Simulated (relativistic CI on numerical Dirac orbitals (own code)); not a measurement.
## Electric-dipole lines of Ar III

Computed by Dirac-Coulomb-Breit CI, separate exchange-only KLI orbitals for each configuration, a model potential for QED, valence Slater integrals scaled by 0.85, configuration energies shifted to the measured levels that pair with them (semi-empirical) (own radial code, finite nucleus).

Configurations in the expansion (outside the closed core [Ne]): 3s2 3p4, 3s 3p5, 3s2 3p3 3d, 3s2 3p3 4s, 3s2 3p3 4p, 3p6, 3s2 3p2 3d2, 3s 3p4 3d, 3s2 3p3 4d, 3p4 3d2, 3s2 3p3 5s, 3s2 3p2 3d 4s, 3s2 3p3 5p, 3s2 3p3 4f, 3s2 3p2 4s2, 3s2 3p2 3d 4p, 3s2 3p3 5d, 3s2 3p3 5f, 3s2 3p3 5g, 3s2 3p2 4s 4p, 3s 3p4 4s, 3p5 3d, 3p5 4s, 3s2 3p2 4p2, 3s 3p4 4p, 3s 3p3 3d2, 3p5 4p, 3s 3p3 3d 4s, 3s 3p3 4s2, 3s 3p3 3d 4p. Levels of other configurations are missing.

```tsv
λ vac (Å)	Lower	Upper	A (s⁻¹)	log gf	S velocity/length
469.44	3s2 3p4 3P_2 [1]	3s2 3p3 4s 3P°_2 [57]	2.16e+09	-0.45	1.18
471.87	3s2 3p4 3P_1 [2]	3s2 3p3 4s 3P°_2 [57]	2.22e+09	-0.43	1.09
472.39	3s2 3p4 3P_0 [3]	3s2 3p3 4s 3P°_1 [58]	3.35e+09	-0.47	1.07
472.94	3s2 3p4 3P_2 [1]	3s2 3p3 3d 3D°_2 [55]	7.68e+09	0.11	0.96
474.13	3s2 3p4 3P_1 [2]	3s2 3p3 3d 3D°_1 [56]	1.28e+10	0.11	0.95
474.78	3s2 3p4 3P_2 [1]	3s2 3p3 3d 3D°_3 [53]	3.09e+10	0.86	0.94
474.93	3s2 3p4 1D_2 [4]	3s2 3p3 3d 1F°_3 [63]	3.59e+10	0.93	0.97
475.14	3s2 3p4 3P_0 [3]	3s2 3p3 3d 3D°_1 [56]	1.58e+10	0.21	0.94
475.41	3s2 3p4 3P_1 [2]	3s2 3p3 3d 3D°_2 [55]	2.29e+10	0.59	0.94
480.34	3s2 3p4 1D_2 [4]	3s2 3p3 3d 1D°_2 [61]	2.55e+10	0.64	0.88
480.69	3s2 3p4 3P_2 [1]	3s2 3p3 3d 3P°_1 [47]	2.55e+10	0.42	0.88
481.58	3s2 3p4 3P_2 [1]	3s2 3p3 3d 3P°_2 [46]	2.51e+10	0.64	0.95
482.10	3s2 3p4 3P_1 [2]	3s2 3p3 3d 3S°_1 [52]	1.50e+10	0.20	0.85
482.15	3s2 3p4 1S_0 [5]	3s2 3p3 3d 1P°_1 [75]	3.09e+10	0.51	0.92
482.20	3s2 3p4 3P_1 [2]	3s2 3p3 4s 3P°_0 [51]	2.91e+10	0.01	0.94
483.14	3s2 3p4 3P_0 [3]	3s2 3p3 3d 3S°_1 [52]	9.43e+09	0.00	0.87
484.14	3s2 3p4 3P_1 [2]	3s2 3p3 3d 3P°_2 [46]	7.33e+09	0.11	0.95
491.42	3s2 3p4 1D_2 [4]	3s2 3p3 4s 1P°_1 [60]	6.19e+09	-0.17	1.14
506.93	3s2 3p4 1D_2 [4]	3s2 3p3 4s 1P°_1 [54]	2.52e+10	0.46	0.94
508.32	3s2 3p4 3P_2 [1]	3s2 3p3 4s 3D°_3 [40]	3.59e+09	-0.01	0.80
511.34	3s2 3p4 3P_1 [2]	3s2 3p3 4s 3D°_2 [39]	2.31e+09	-0.34	0.79
536.34	3s2 3p4 1S_0 [5]	3s2 3p3 4s 1P°_1 [60]	3.36e+09	-0.36	0.82
538.21	3s2 3p4 1D_2 [4]	3s2 3p3 4s 1D°_2 [42]	7.30e+09	0.20	0.77
557.33	3s2 3p4 3P_2 [1]	3s2 3p3 4s 3S°_1 [27]	5.00e+09	-0.16	0.78
560.77	3s2 3p4 3P_1 [2]	3s2 3p3 4s 3S°_1 [27]	2.81e+09	-0.40	0.78
3265.0	3s2 3p3 4s 5S°_2 [22]	3s2 3p3 4p 5P_3 [45]	2.12e+08	0.37	0.87
3336.6	3s2 3p3 4s 3D°_3 [40]	3s2 3p3 4p 3F_4 [69]	1.99e+08	0.48	0.89
3345.6	3s2 3p3 4s 3D°_2 [39]	3s2 3p3 4p 3F_3 [68]	1.90e+08	0.35	0.89
3487.2	3s2 3p3 4s 3D°_3 [40]	3s2 3p3 4p 3D_3 [66]	1.57e+08	0.30	0.93
3638.5	3s2 3p3 4s 1D°_2 [42]	3s2 3p3 4p 1F_3 [70]	1.54e+08	0.33	0.94
```

Terms are leading LS components. Brackets give the number of a level in order of energy, since labels repeat. The list gives strong lines, with weight on those to low levels, without configurations that were not tied to measured data, among the lowest 347 of 1836 levels, so that lines to higher ones, which can be the strongest, are missing, and without lines across small gaps between configurations, and without 8 lines that miss the measured interval by over 3.5 %, start from a term whose rates miss tabulated ones by over 60 %, have gauges far apart or, lacking measured levels, span too small a gap for the errors found; lines with a level outside our table were not tested and can miss by more. Levels whose partners in the same complex of configurations lie outside the list can be far off, and so can their lines. Rates are taken at the computed energies, electric ones in the length gauge. A velocity-to-length ratio far from 1 marks an uncertain rate.

Configurations whose levels could be paired with our table of measured levels were shifted onto them, all but the ground configuration, by the median error of their levels; single terms can still be off by 1,000 to 2,000 cm⁻¹ or more, and rates follow the energies as ν³ (E1, M1) or ν⁵ (E2). The others borrow a shift and can be off by several thousand cm⁻¹ or more. The fine structure of a lone outer electron comes out too small, for d and f at times inverted, and misplaced configurations move strength between like terms. 60 of the 69 excited levels that our extract of the measured tables holds in this range could be paired (the sources list more); they are missed by 701 cm⁻¹ on average and 3798 at most, after the shifts were fitted to these levels, and levels without a partner can miss by more.
